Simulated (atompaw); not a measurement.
**Plane-wave convergence, PAW (atompaw) potential for Cu**

* Element: copper (Cu)
* Generator: atompaw 4.2.0.5
* Type: PAW
* Functional: LDA (PW92)
* Relativity: scalar-relativistic
* Frozen core: [Ne] 3s2
* Valence charge: 17
* Reference configuration: 3p6 3d10 4s0.5 4p0 (charge +0.5)
* Partial waves: 4s (bound): rc 1.75 bohr; 4s channel at 1.95 Ry: rc 1.75 bohr; 3p (bound): rc 0.95 bohr; 4p (bound, empty): rc 1.75 bohr; 3d (bound): rc 1.05 bohr; 3d channel at 0.3 Ry: rc 1.05 bohr
* Local potential: troulliermartins scheme with l = 3 at -0.5 Ry, radius 1.70 bohr
* Core correction: smooth core density matched at 1.05 bohr
* Augmentation charge: sinc compensation charge, radius 1.40 bohr; PAW radius 1.75 bohr; waves and projectors: custom polynom gramschmidtortho

The pseudo-atom Hamiltonian at the reference potential is diagonalised in spherical Bessel functions j_l(qr) that vanish at 20 bohr, with q² up to the cutoff. All-electron valence levels (Ry): 4s -0.6166, 3p -5.5991, 4p -0.2608, 3d -0.6956.

Task: How do the lowest levels (Ry) of each channel move with the cutoff, and are there ghosts?

Result:

```tsv
cutoff (Ry)	s #1	s #2	p #1	p #2	d #1	f #1	f #2	Σ f·Δε (mRy)
8	-1.6995	-0.4389	-0.2565	-0.0384	-0.0324	0.0374	0.1537	38776.8
18	-8.5642	-0.6163	-0.2607	-0.0391	-0.0344	0.0374	0.1537	38642.2
30	-9.2570	-0.6165	-4.1060	-0.2607	-0.0415	0.0374	0.1537	15499.4
50	-9.2864	-0.6166	-5.4917	-0.2608	-0.5061	0.0374	0.1537	2539.0
80	-9.2950	-0.6166	-5.5967	-0.2608	-0.6888	0.0374	0.1537	82.1
120	-9.2952	-0.6166	-5.5981	-0.2608	-0.6933	0.0374	0.1537	28.8
180	-9.2952	-0.6166	-5.5990	-0.2608	-0.6954	0.0374	0.1537	2.5
300	-9.2952	-0.6166	-5.5991	-0.2608	-0.6956	0.0374	0.1537	0.3
400	-9.2952	-0.6166	-5.5991	-0.2608	-0.6956	0.0374	0.1537	0.0
```

Result: ghost state, extra bound levels that the all-electron valence spectrum of the same l lacks: s at -126.5 eV (a true bound ghost makes a file unfit for plane-wave use); 10 mRy is reached at 140 Ry and 1 mRy at 230 Ry.
